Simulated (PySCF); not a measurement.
C3H2F3, SMILES C(C=[CH])(F)(F)F, multiplicity 2. Atoms are numbered in the order given.

```xyz
8

C     -0.1442    -2.1384     0.0000
C      0.5831    -1.0475     0.0000
C      0.0066     0.3382     0.0000
F     -1.3222     0.3383     0.0000
F      0.4185     1.0186     1.0749
F      0.4185     1.0186    -1.0749
H      0.0097    -3.2162     0.0000
H      1.6837    -1.0776     0.0000
```
Charge 0, spin multiplicity 2.

Coordinates come from a PBE0-D3(BJ)/def2-SVP optimisation. The isomer is the one that the SMILES or the coordinates give; other isomers of the formula were not compared.

Method: PBE/def2-TZVP (PySCF).

ESP charges are fitted to the potential on shells at 1.4 to 2.0 van der Waals radii. Atomic charges (e):

```csv
atom,ESP fit,Löwdin,Mulliken spin
C1,-0.19,-0.02,0.99
C2,-0.25,-0.21,-0.11
C3,0.55,-0.75,0.03
F4,-0.15,0.24,0.00
F5,-0.18,0.22,0.00
F6,-0.18,0.22,0.00
H7,0.21,0.13,0.01
H8,0.18,0.17,0.08
```

Computed Mayer and Wiberg (Löwdin basis) orders of the bonds:
```
bond   Mayer  Wiberg
-----  -----  ------
C1–C2   2.02    2.34
C2–C3   0.99    1.15
C3–F4   1.21    1.80
C3–F5   1.17    1.78
C3–F6   1.17    1.78
C1–H7   0.94    0.93
C2–H8   0.90    0.80
```
